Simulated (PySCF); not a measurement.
## Correlation energy of Zn (zinc, neutral)

[Ar] 3d10 4s1 4p1, high-spin 3P determinant (an excited configuration). Computed with PySCF 2.14 in def2-TZVPPD (6s6p4d2f1g, 67 functions), with the non-relativistic Hamiltonian (point nucleus). Frozen: [Ar]; 12 electrons correlated.

MP2 pair energies summed by pair of shells (mhartree):

```csv
pair,energy,share (%)
3d-3d,-422.81,93.6
3d-4s,-18.80,4.2
3d-4p,-8.10,1.8
4s-4p,-2.11,0.5
```

Total MP2 correlation energy: -451.81 mhartree.

Same-spin part -170.44 and opposite-spin part -281.37 mhartree; SCS-MP2 scales them by 1/3 and 6/5 to -394.46 mhartree.
